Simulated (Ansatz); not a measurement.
A set of 12 reactions (isomerisation), with CCSD(T)/CBS values in kJ/mol:

| reaction | ΔE |
| --- | --- |
| `CCCC(C)CCC` → `CC(C)CCC(C)C` | -8.5 |
| `CN[SiH](C)O` → `CN(C)[SiH2]O` | 77.3 |
| `CC#CO` → `C=C=CO` | -20.9 |
| `C[Si](O)(F)[SiH3]` → `FC[SiH2]O[SiH3]` | 165.1 |
| `CC#CO` → `CC1=CO1` | 157.2 |
| `C=CN(C)[SiH3]` → `CCC(=N)[SiH3]` | 31.9 |
| `[SiH3]C[SiH]1CO1` → `CC1(O)[SiH2][SiH2]1` | 149.4 |
| `CC([SiH3])[SiH2]F` → `F[SiH2]CC[SiH3]` | 13.2 |
| `C[O][In]([CH3])[Cl]` → `CC[O][InH][Cl]` | 19.7 |
| `C=C[C](=C)[AlH2]` → `C#[C][Al]([CH3])[CH3]` | -76.9 |
| `[SiH3]C[SiH]1CO1` → `O[SiH2]/C=C/[SiH3]` | -81.2 |
| `C[CH2][AlH][O][SiH3]` → `C[C](O)([AlH2])[SiH3]` | 365.8 |

Computed with Ansatz on PBE0-D4/def2-TZVP structures; ΔE is electronic, products minus reactants. CCSD(T)/CBS adds triple-zeta CCSD(T) − MP2 to the extrapolated MP2 energy (def2 sets, frozen cores). DFT in def2-TZVPP. B3LYP here is the variant with VWN-RPA as its local correlation; programs differ in this. def2 core potentials past Kr. For In outer-core shells are correlated without core-valence functions, which leaves a few kJ/mol of doubt a bond. Each species was taken in one conformer, which may not be the lowest.

Give the mean, mean absolute and largest difference (level minus CCSD(T)/CBS, kJ/mol) for: r2SCAN-D4, PBE0-D4, ωB97M-V, PBE, PBE0, B3LYP, HF/def2-TZVPP, MP2/def2-TZVPP, SCS-MP2/def2-TZVPP, CCSD(T)/def2-TZVPP, HF/def2-QZVPP, MP2/def2-QZVPP, MP2/CBS(def2), CCSD/CBS(def2). (Best estimate.)

Computed: 
```tsv
level	mean	mean absolute	largest
r2SCAN-D4	-1.0	6.4	-21.0
PBE0-D4	-0.1	7.6	19.1
ωB97M-V	-0.4	3.3	10.0
PBE	-3.8	11.4	-28.1
PBE0	0.2	6.3	18.8
B3LYP	-0.8	4.4	-11.4
HF/def2-TZVPP	2.8	16.0	34.1
MP2/def2-TZVPP	5.0	7.2	23.3
SCS-MP2/def2-TZVPP	3.1	7.1	21.6
CCSD(T)/def2-TZVPP	-0.9	1.7	-4.0
HF/def2-QZVPP	3.3	16.4	37.0
MP2/def2-QZVPP	5.6	7.8	24.2
MP2/CBS(def2)	5.9	8.3	25.4
CCSD/CBS(def2)	1.8	3.5	15.6
```

The largest T1 diagnostic in the set is 0.029, for `CC1=CO1` (customary mark 0.02).

CCSD(T)/CBS is a level of theory with its own doubt, and the functionals carry their triple-zeta basis error, so these figures describe this set and don't rank the functionals.
